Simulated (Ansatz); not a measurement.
C$_{2}$H$_{5}$ClGe (`C[CH2][Ge][Cl]`), relaxed with RKS PBE0-D4/def2-TZVP in the Gaussian-basis code of Ansatz from a PBE-D4/def2-SVP geometry. The force threshold is 0.005 eV/Å; the program also tests the step.

The species carries charge 0 and has multiplicity 1.

Start:

```xyz
9

C    -0.918   -0.019    0.244
C     0.337   -0.602   -0.399
Ge    2.106    0.365   -0.327
Cl    1.445    2.220    0.719
H    -1.158    0.981   -0.171
H    -1.803   -0.671    0.093
H    -0.785    0.122    1.336
H     0.579   -1.618    0.001
H     0.198   -0.778   -1.496
```

| step | energy (eV) | largest force (eV/Å) | largest move (Å) |
| --- | --- | --- | --- |
| 1 | -71184.6551 | 0.492 | 0.000 |
| 2 | -71184.6895 | 0.154 | 0.025 |
| 3 | -71184.6919 | 0.046 | 0.021 |
| 4 | -71184.6925 | 0.009 | 0.011 |
| 5 | -71184.6925 | 0.004 | 0.001 |

End:

```xyz
9

C    -0.912   -0.018    0.242
C     0.336   -0.595   -0.398
Ge    2.082    0.364   -0.319
Cl    1.448    2.196    0.714
H    -1.158    0.961   -0.175
H    -1.777   -0.672    0.095
H    -0.780    0.124    1.317
H     0.569   -1.594    0.001
H     0.192   -0.766   -1.476
```

It took 41 s on 4 threads of a server CPU on a shared host, with 0.52 GiB of host memory at the peak.
